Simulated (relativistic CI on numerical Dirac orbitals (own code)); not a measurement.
## Line list: Electric-dipole lines, Yb²⁴⁺

Computed by Dirac-Coulomb-Breit CI, KLI orbitals optimised for each configuration, model QED, unscaled Slater integrals (own radial code, finite nucleus).

Configurations in the expansion (outside the closed core [Ar] 3d10): 4s2 4p6 4d10, 4s2 4p6 4d9 4f, 4s2 4p5 4d10 4f, 4s2 4p6 4d9 5s, 4s 4p6 4d10 4f, 4s2 4p6 4d9 5p, 4s2 4p6 4d9 5d, 4s2 4p5 4d10 5s, 4s2 4p6 4d9 5f, 4s2 4p5 4d10 5p, 4s2 4p6 4d9 6s, 4s2 4p6 4d9 5g, 4s2 4p6 4d9 6p, 4s2 4p5 4d10 5d, 4s2 4p6 4d9 6d, 4s 4p6 4d10 5s, 4s2 4p6 4d9 6f, 4p6 4d10 4f2, 4p6 4d9 4f3, 4p5 4d10 4f3, 4p6 4d9 4f2 5s, 4p6 4d9 4f2 5p, 4p6 4d9 4f2 5d. Double excitations out of closed p, d and f shells are left out; levels of such configurations are missing from the list, as are those of other unlisted configurations, and high levels can miss mixing partners. These lack a partner that the ground configuration has and come out too high: 4s2 4p5 4d10 5s, 4s2 4p6 4d9 5f, 4s2 4p5 4d10 5p, 4s2 4p6 4d9 6s, 4s2 4p6 4d9 5g.

```csv
λ vac (Å),Lower,Upper,A (s⁻¹),gf,Branching (%)
26.029,4s2 4p6 4d10 1S_0 [1],4s2 4p6 4d9 5f 1P°_1 [78],3.29e+12,1.00e+00,95.7
34.659,4s2 4p6 4d9 4f 3P°_1 [3],4s2 4p6 4d9 5g 3D_2 [108],1.85e+12,1.66e+00,48.1
34.900,4s2 4p6 4d9 4f 3P°_2 [4],4s2 4p6 4d9 5g 3D_3 [112],1.96e+12,2.50e+00,52.3
35.015,4s2 4p6 4d9 4f 3H°_4 [14],4s2 4p6 4d9 5g 3I_5 [127],3.15e+12,6.38e+00,91.1
35.059,4s2 4p6 4d9 4f 3H°_5 [5],4s2 4p6 4d9 5g 3I_6 [111],3.22e+12,7.72e+00,93.5
35.073,4s2 4p6 4d9 4f 1D°_2 [15],4s2 4p6 4d9 5g 3D_3 [125],2.43e+12,3.13e+00,62.8
35.109,4s2 4p6 4d9 4f 3F°_2 [16],4s2 4p6 4d9 5g 3G_3 [129],2.52e+12,3.26e+00,69.7
35.162,4s2 4p6 4d9 4f 3F°_3 [7],4s2 4p6 4d9 5g 3G_4 [114],2.06e+12,3.43e+00,57.6
35.174,4s2 4p6 4d9 4f 1D°_2 [8],4s2 4p6 4d9 5g 3G_3 [113],2.18e+12,2.83e+00,60.9
35.176,4s2 4p6 4d9 4f 3H°_6 [6],4s2 4p6 4d9 5g 3I_7 [110],3.39e+12,9.44e+00,98.1
35.202,4s2 4p6 4d9 4f 3G°_4 [9],4s2 4p6 4d9 5g 1H_5 [116],1.54e+12,3.15e+00,44.9
35.210,4s2 4p6 4d9 4f 3G°_4 [9],4s2 4p6 4d9 5g 3G_5 [115],1.10e+12,2.25e+00,31.3
35.343,4s2 4p6 4d9 4f 1H°_5 [17],4s2 4p6 4d9 5g 3I_6 [128],3.30e+12,8.05e+00,96.4
35.355,4s2 4p6 4d9 4f 3G°_3 [18],4s2 4p6 4d9 5g 3G_4 [130],2.11e+12,3.56e+00,59.1
35.375,4s2 4p6 4d9 4f 3F°_4 [10],4s2 4p6 4d9 5g 1H_5 [116],1.32e+12,2.73e+00,38.5
35.384,4s2 4p6 4d9 4f 3F°_4 [10],4s2 4p6 4d9 5g 3G_5 [115],1.51e+12,3.11e+00,42.9
35.487,4s2 4p6 4d9 4f 3G°_4 [19],4s2 4p6 4d9 5g 3H_5 [131],3.07e+12,6.37e+00,89.0
35.528,4s2 4p6 4d9 4f 3G°_5 [11],4s2 4p6 4d9 5g 3H_6 [117],2.95e+12,7.26e+00,86.3
35.578,4s2 4p6 4d9 4f 3D°_3 [13],4s2 4p6 4d9 5g 1G_4 [118],2.40e+12,4.10e+00,69.6
53.764,4s2 4p6 4d10 1S_0 [1],4s2 4p6 4d9 4f 1P°_1 [21],5.66e+12,7.36e+00,100.0
56.344,4s2 4p6 4d9 4f 1H°_5 [17],4s2 4p5 4d10 4f 3G_4 [60],1.16e+12,4.96e+00,67.9
56.488,4s2 4p6 4d9 4f 3H°_4 [14],4s2 4p5 4d10 4f 3G_3 [56],1.14e+12,3.82e+00,68.3
71.690,4s2 4p6 4d9 4f 3H°_5 [5],4s2 4p5 4d10 4f 3G_4 [39],6.38e+11,4.43e+00,76.0
71.836,4s2 4p6 4d9 4f 3G°_5 [11],4s2 4p5 4d10 4f 3F_4 [44],4.84e+11,3.37e+00,57.1
71.883,4s2 4p6 4d9 4f 3H°_6 [6],4s2 4p5 4d10 4f 3G_5 [40],6.26e+11,5.33e+00,75.3
72.152,4s2 4p6 4d9 5p 3F°_4 [30],4s2 4p5 4d10 5p 3D_3 [95],9.71e+11,5.31e+00,83.7
152.77,4s2 4p6 4d9 5p 3F°_3 [27],4s2 4p6 4d9 5d 3G_4 [47],1.53e+11,4.81e+00,41.5
163.16,4s2 4p6 4d9 5d 3G_4 [47],4s2 4p6 4d9 5f 3H°_5 [73],1.77e+11,7.79e+00,95.1
169.71,4s2 4p6 4d9 5d 3G_5 [51],4s2 4p6 4d9 5f 3H°_6 [74],1.69e+11,9.48e+00,99.6
188.50,4s2 4p6 4d9 5p 3F°_4 [30],4s2 4p6 4d9 5d 3G_5 [51],1.02e+11,5.99e+00,34.9
```

Terms are leading LS components. Brackets give the number of a level in order of energy, since labels repeat. The list gives strong lines, with weight on those to low levels, without lines whose two gauges differ by over a factor of 2.5, among the lowest 193 of 2666 levels, so that lines to higher ones, which can be the strongest, are missing. Levels whose partners in the same complex of configurations lie outside the list can be far off, and so can their lines. Rates are taken at the computed energies, electric ones in the length gauge.

At this charge energies of transitions that change n are usually good to better than 1 %, and those within a shell (Δn = 0) to a few per cent.

LS names give the leading component of a level, which can be under half, so a name can repeat, a term be missing and a line seem to break the LS rules.
